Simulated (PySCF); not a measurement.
# Electron correlation in Se⁺ (selenium, charge +1)

[Ar] 3d10 4s2 4p2 4d1, one real determinant (an excited configuration). Calculation: PySCF 2.14, in aug-cc-pwCVTZ-PP with ECP10MDF (8s7p6d4f1g, 96 functions); scalar relativity through the core potential. Frozen: 3s2 3p6 3d10; 5 electrons correlated.

```tsv
level	correlation energy (mhartree)
CCSD	-93.88
(T)	-14.54
CCSD(T)	-108.42
```

Diagnostics: T1 = 0.020, D1 = 0.0581, largest double amplitude 0.377.

Problem. Is a single reference adequate?

Solution. Not fully. The real determinant used has ⟨L²⟩ near 8 against 12 for a pure F term, so it mixes terms. The outer electron is Rydberg-like, and this basis confines it to a smaller radius and binds it less than a complete one would. A double-excitation amplitude exceeds 0.15, a sign of near-degeneracy.

The reference is one real determinant that mixes LS terms of this configuration.
